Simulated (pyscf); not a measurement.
`[OH][SiH2][SiH2]` [doublet] → `[O][SiH2][SiH3]` [doublet], a hydrogen shift (doublet surface; H–O broken, H–Si formed). Structures and frequencies: ωB97X-D3(BJ)/def2-SVP in PySCF. MP2 and CC: frozen core, UHF for open shells. ΔMP2 is the change of the MP2 total energy from the triple- to the quadruple-zeta basis. Energies in kJ/mol from the reactant's lowest minimum found.

Small-basis levels: PySCF, no dispersion term, spherical d functions. AM1 to PM7: differences of heats of formation from MOPAC, which are fitted to 298 K values and so differ in kind from electronic energies by zero-point and thermal terms. GFN2-xTB: tblite. Open shells are spin-unrestricted. 

```tsv
level	barrier	reaction energy
HF/STO-3G	144.0	-63.8
HF/6-31G*	…	+53.7
MP2/6-31G*	231.1	+130.9
BP86/6-31G*	153.9	+71.7
B3LYP/LANL2DZ	179.4	+89.0
B3LYP/6-31G*	172.5	+73.1
M06-2X/6-31G*	197.8	+100.6
B3LYP/6-311+G**	…	+93.1
B3LYP/def2-SVP	175.6	+89.1
GFN2-xTB	176.2	+2.9
AM1	221.0	+156.1
PM3	163.1	+77.3
CCSD(T)/def2-TZVPP + ΔMP2(QZVPP)	…	+115.1
```

Question: Some entries are withheld; supply them.

Answer: 
- HF/6-31G*, barrier: 220.6
- B3LYP/6-311+G**, barrier: 183.2
- CCSD(T)/def2-TZVPP + ΔMP2(QZVPP), barrier: 197.7

Against the last row the barrier runs from -53.7 (HF/STO-3G) to +33.4 kJ/mol (MP2/6-31G*). CCSD(T)/def2-TZVPP + ΔMP2(QZVPP) has limits of its own. HO–SiH₂–SiH₂• lies 93.2 kJ/mol over its isomer •H₂Si–O–SiH₃ (electronic energy, ωB97M-D3(BJ)/def2-TZVP). •O–SiH₂–SiH₃ lies 192.6 kJ/mol over its isomer •H₂Si–O–SiH₃ (electronic energy, ωB97M-D3(BJ)/def2-TZVP). One saddle was located; it need not be the lowest between these sides. The CCSD(T) − MP2 part came from Ansatz, without density fitting, on the same reference.
